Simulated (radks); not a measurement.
Values are calculated unless marked as measured or tabulated.
The caesium ion Cs51+, configuration [He] 2s2 (the NIST ground configuration). Level of theory: non-relativistic Kohn-Sham, LB94 model potential, spin-polarised, spherical densities, point nucleus; relativity is left out, which matters for an element this heavy (a radial shooting solver on a logarithmic mesh with Libxc functionals).

Normalised radial functions P(r) = r R(r), r in bohr:

r             1s       2s
0.001475  1.1018   0.3792
0.001787  1.3122   0.4515
0.002165  1.5573   0.5355
0.002603  1.8274   0.6278
0.003154  2.1482   0.7371
0.003821  2.5091   0.8593
0.00463   2.9081   0.9932
0.00561   3.3390   1.1354
0.006798  3.7904   1.2805
0.008237  4.2440   1.4195
0.009981  4.6734   1.5389
0.01209   5.0435   1.6204
0.01465   5.3117   1.6399
0.01775   5.4313   1.5687
0.02134   5.3659   1.3864
0.02586   5.0799   1.0495
0.03133   4.5655   0.5450
0.03796   3.8527  -0.1231
0.046     3.0122  -0.9158
0.05574   2.1469  -1.7499
0.06753   1.3684  -2.5003
0.08183   0.7621  -3.0212
0.09915   0.3606  -3.1871
0.1201    0.1400  -2.9472
0.1444    0.0452  -2.3963
0.175     0.0105  -1.6539
0.212     0.0017  -0.9503
0.2569    0.0002  -0.4398
0.3113    0.0000  -0.1572
0.3771    0.0000  -0.0413

1s: eigenvalue -39495 eV, 0 radial nodes, <r> = 0.0275 bohr, 90 % of the charge inside 0.0488 bohr. 2s: eigenvalue -9471.3 eV, 1 radial node at r = 0.0368 bohr, <r> = 0.112 bohr, 90 % of the charge inside 0.171 bohr.
